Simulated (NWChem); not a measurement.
All runs are NWChem calculations. System: HIn, charge 0, spin multiplicity 1, optimised in this run. The structure started from a generated list of species. Level: PBE0/def2-SVP with def2 effective core potentials on In.

NWChem printed:

```
             Northwest Computational Chemistry Package (NWChem) 7.3.0
             --------------------------------------------------------

                                NWChem Input Module
                                -------------------

 Scaling coordinates for geometry "geometry" by  1.889725989
 (inverse scale =  0.529177249)

 Turning off AUTOSYM since
 SYMMETRY directive was detected!

          ------
          auto-z
          ------

                             Geometry "geometry" -> ""
                             -------------------------

 Output coordinates in angstroms (scale by  1.889725989 to convert to a.u.)

  No.       Tag          Charge          X              Y              Z
 ---- ---------------- ---------- -------------- -------------- --------------
    1 In                  49.0000     0.00000000     0.00000000     0.03940506
    2 H                    1.0000     0.00000000     0.00000000    -1.93084794

 Effective nuclear repulsion energy (a.u.)      13.1605865851

            Nuclear Dipole moment (a.u.)
            ----------------------------
        X                 Y               Z
 ---------------- ---------------- ----------------
     0.0000000000     0.0000000000     0.0000000000

      Symmetry information
      --------------------

 Group name             C2v
 Group number             16
 Group order               4
 No. of unique centers     2

      Symmetry unique atoms

     1    2


 Summary of "ao basis" -> "" (spherical)
 ------------------------------------------------------------------------------
       Tag                 Description            Shells   Functions and Types
 ---------------- ------------------------------  ------  ---------------------
 *                          def2-svp                  on all atoms

                           NWChem Geometry Optimization
                           ----------------------------

 maximum gradient threshold         (gmax) =   0.000450
 rms gradient threshold             (grms) =   0.000300
 maximum cartesian step threshold   (xmax) =   0.001800
 rms cartesian step threshold       (xrms) =   0.001200
 fixed trust radius                (trust) =   0.300000
 maximum step size to saddle      (sadstp) =   0.100000
 energy precision                  (eprec) =   5.0D-06
 maximum number of steps          (nptopt) =   80
 initial hessian option           (inhess) =    0
 line search option               (linopt) =    1
 hessian update option            (modupd) =    1
 saddle point option              (modsad) =    0
 initial eigen-mode to follow     (moddir) =    0
 initial variable to follow       (vardir) =    0
 follow first negative mode     (firstneg) =    T
 apply conjugacy                    (opcg) =    F
 source of zmatrix                         =   autoz

          -------------------
          Energy Minimization
          -------------------

 Names of Z-matrix variables
    1

 Variables with the same non-blank name are constrained to be equal

 Using diagonal initial Hessian
 Scaling for Hessian diagonals: bonds = 1.00  angles = 0.25  torsions = 0.10

          --------
          Step   0
          --------

                         Geometry "geometry" -> "geometry"
                         ---------------------------------

 Output coordinates in angstroms (scale by  1.889725989 to convert to a.u.)

  No.       Tag          Charge          X              Y              Z
 ---- ---------------- ---------- -------------- -------------- --------------
    1 In                  49.0000     0.00000000     0.00000000     0.03940506
    2 H                    1.0000     0.00000000     0.00000000    -1.93084794

 Effective nuclear repulsion energy (a.u.)      13.1605865851

            Nuclear Dipole moment (a.u.)
            ----------------------------
        X                 Y               Z
 ---------------- ---------------- ----------------
     0.0000000000     0.0000000000     0.0000000000

      Symmetry information
      --------------------

 Group name             C2v
 Group number             16
 Group order               4
 No. of unique centers     2

      Symmetry unique atoms

     1    2

                                 NWChem DFT Module
[...]
 d_dipole_y/<atom=   1,x> =     0.0000     [    0.0000]
 d_dipole_y/<atom=   1,y> =     0.0714     [    0.3429]
 d_dipole_y/<atom=   1,z> =     0.0000     [    0.0000]
 d_dipole_y/<atom=   2,x> =     0.0000     [    0.0000]
 d_dipole_y/<atom=   2,y> =    -0.0714     [   -0.3429]
 d_dipole_y/<atom=   2,z> =     0.0000     [    0.0000]

 Z vector of derivative dipole (au) [debye/angstrom]
 d_dipole_z/<atom=   1,x> =     0.0000     [    0.0000]
 d_dipole_z/<atom=   1,y> =     0.0000     [    0.0000]
 d_dipole_z/<atom=   1,z> =     0.9606     [    4.6138]
 d_dipole_z/<atom=   2,x> =     0.0000     [    0.0000]
 d_dipole_z/<atom=   2,y> =     0.0000     [    0.0000]
 d_dipole_z/<atom=   2,z> =    -0.9606     [   -4.6138]

  triangle hessian written to ./mol.hess
  derivative dipole written to ./mol.fd_ddipole

 Deleting state for dft with suffix hess
        ./mol.movecs

  Vibrational analysis via the FX method

  See chapter 2 in "Molecular Vibrations" by Wilson, Decius and Cross

  Vib: Default input used

 ---------------------------- Atom information ----------------------------
     atom    #        X              Y              Z            mass
 --------------------------------------------------------------------------
    In       1  0.0000000D+00  0.0000000D+00 -2.6885768D-02  1.1490410D+02
    H        2  0.0000000D+00  0.0000000D+00 -3.5474230D+00  1.0078250D+00
 --------------------------------------------------------------------------

          ----------------------------------------------------
          MASS-WEIGHTED NUCLEAR HESSIAN (Hartree/Bohr/Bohr/Kamu)
          ----------------------------------------------------

               1            2            3            4            5            6
   ----- ----- ----- ----- -----
    1    9.51596D-05
    2    0.00000D+00  9.51608D-05
    3    0.00000D+00  0.00000D+00  6.92249D-01
    4   -1.01608D-03  0.00000D+00  0.00000D+00  1.08493D-02
    5    0.00000D+00 -1.01609D-03  0.00000D+00  0.00000D+00  1.08495D-02
    6    0.00000D+00  0.00000D+00 -7.39159D+00  0.00000D+00  0.00000D+00  7.89247D+01


 ----------------------------------------------------------------------------
 Normal Eigenvalue ||         Derivative Dipole Moments (debye/angs)
  Mode   [cm**-1]  ||      [d/dqX]             [d/dqY]           [d/dqZ]
 ------ ---------- || ------------------ ------------------ -----------------
    1       -0.008 ||       0.000               0.000             0.000
    2        0.000 ||      -0.000               0.000             0.000
    3        0.000 ||       0.000              -0.000             0.000
    4       17.006 ||      -0.343               0.000             0.000
    5       17.006 ||       0.000              -0.343             0.000
    6     1450.464 ||       0.000               0.000            -4.616
 ----------------------------------------------------------------------------

 ----------------------------------------------------------------------------
 Normal Eigenvalue ||                 Infra Red Intensities
  Mode   [cm**-1]  || [atomic units] [(debye/angs)**2] [(KM/mol)] [arbitrary]
 ------ ---------- || -------------- ----------------- ---------- -----------
    1       -0.008 ||    0.000000           0.000         0.000       0.000
    2        0.000 ||    0.000000           0.000         0.000       0.000
    3        0.000 ||    0.000000           0.000         0.000       0.000
    4       17.006 ||    0.005102           0.118         4.973       0.328
    5       17.006 ||    0.005102           0.118         4.973       0.328
    6     1450.464 ||    0.923567          21.307       900.339      59.344
 ----------------------------------------------------------------------------

        Vibrational analysis via the FX method
  --- with translations and rotations projected out ---
  --- via the Eckart algorithm                      ---
 Dependent rotation vector no.                    3
  found in ECKART; assuming linear geometry
 Projected Nuclear Hessian trans-rot subspace norm:4.8148D-35
                         (should be close to zero!)

          --------------------------------------------------------
          MASS-WEIGHTED PROJECTED HESSIAN (Hartree/Bohr/Bohr/Kamu)
          --------------------------------------------------------

               1            2            3            4            5            6
   ----- ----- ----- ----- -----
    1    0.00000D+00
    2    0.00000D+00  0.00000D+00
    3    0.00000D+00  0.00000D+00  6.92249D-01
    4    1.57424D-19  0.00000D+00  0.00000D+00  0.00000D+00
    5    0.00000D+00 -1.57424D-19  0.00000D+00  0.00000D+00  0.00000D+00
    6    0.00000D+00  0.00000D+00 -7.39159D+00  0.00000D+00  0.00000D+00  7.89247D+01

 center of mass
 --------------
 x =   0.00000000 y =   0.00000000 z =  -0.05749595

 moments of inertia (a.u.)
 ------------------
          12.382559319904           0.000000000000           0.000000000000
           0.000000000000          12.382559319904           0.000000000000
           0.000000000000           0.000000000000           0.000000000000

 Rotational Constants
 --------------------
 A=   0.000000 cm-1  (  0.000000 K)
 B=   4.861691 cm-1  (  6.994732 K)
 C=   4.861691 cm-1  (  6.994732 K)

 Temperature                      =   298.15K
 frequency scaling parameter      =   1.0000

 Linear Molecule

 Zero-Point correction to Energy  =    2.073 kcal/mol  (  0.003303 au)
 Thermal correction to Energy     =    3.557 kcal/mol  (  0.005668 au)
 Thermal correction to Enthalpy   =    4.149 kcal/mol  (  0.006612 au)

 Total Entropy                    =   49.595 cal/mol-K
   - Translational                =   40.140 cal/mol-K (mol. weight = 115.9119)
   - Rotational                   =    9.440 cal/mol-K (symmetry #  =        1)
   - Vibrational                  =    0.015 cal/mol-K

 Cv (constant volume heat capacity) =    5.055 cal/mol-K
   - Translational                  =    2.979 cal/mol-K
   - Rotational                     =    1.986 cal/mol-K
   - Vibrational                    =    0.089 cal/mol-K


 ----------------------------------------------------------------------------
 Normal Eigenvalue ||    Projected Derivative Dipole Moments (debye/angs)
  Mode   [cm**-1]  ||      [d/dqX]             [d/dqY]           [d/dqZ]
 ------ ---------- || ------------------ ------------------ -----------------
    1        0.000 ||       0.032               0.000             0.000
    2        0.000 ||       0.000               0.032             0.000
    3        0.000 ||      -0.342               0.000             0.000
    4        0.000 ||       0.000              -0.342             0.000
    5        0.000 ||       0.000               0.000             0.000
    6     1450.464 ||       0.000               0.000            -4.616
 ----------------------------------------------------------------------------

 ----------------------------------------------------------------------------
 Normal Eigenvalue ||           Projected Infra Red Intensities
  Mode   [cm**-1]  || [atomic units] [(debye/angs)**2] [(KM/mol)] [arbitrary]
 ------ ---------- || -------------- ----------------- ---------- -----------
    1        0.000 ||    0.000044           0.001         0.043       0.003
    2        0.000 ||    0.000044           0.001         0.043       0.003
    3        0.000 ||    0.005057           0.117         4.930       0.325
    4        0.000 ||    0.005057           0.117         4.930       0.325
    5        0.000 ||    0.000000           0.000         0.000       0.000
    6     1450.464 ||    0.923567          21.307       900.339      59.344
 ----------------------------------------------------------------------------

 Task  times  cpu:       11.4s     wall:       11.4s

 Total times  cpu:       14.6s     wall:       14.6s
```

### Question
Write an NWChem input that would produce this output.

### Answer
One answer among several that fit: 
```
start mol
memory heap 200 mb stack 900 mb global 1100 mb
geometry units angstroms
  In     0.000000     0.000000     0.039405
  H      0.000000     0.000000    -1.930848
  symmetry group C2v
end
basis spherical
  * library def2-svp
end
ecp
  In library def2-ecp
end
dft
  xc pbe0
  semidirect memsize 60000000 filesize 0
  iterations 100
  grid fine
  convergence energy 1e-8
end
driver
  maxiter 80
end
task dft optimize
task dft freq numerical
```
